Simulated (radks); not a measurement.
The numbers below are computed, except where a source is named.
Neutral hydrogen, 1s1. Code: a radial shooting solver on a logarithmic mesh with Libxc functionals. Model: non-relativistic Kohn-Sham, PBE, spin-polarised, spherical densities, point nucleus. Every spin shell is full or empty, so the densities are truly spherical. Functionals are evaluated on that one density, not self-consistently. Rank these exchange functionals by their error against the exact value of the orbitals, and give that value: LDA, B88, PBEsol, revPBE, RPBE, OPTX, WC, B86b, G96, EV93, APBE, revTPSS, MS2, Tao-Mo.

Answer. Exact: -0.306825 hartree. From best to worst, with 100 (|E| - |E exact|)/|E exact| (equal figures are ties): RPBE +0.06, APBE -0.08, G96 -0.09, revPBE -0.18, revTPSS +0.20, OPTX -0.25, MS2 +0.30, Tao-Mo +0.31, B88 -0.48, B86b -0.70, WC -3.67, EV93 +4.30, PBEsol -6.00, LDA -14.03.
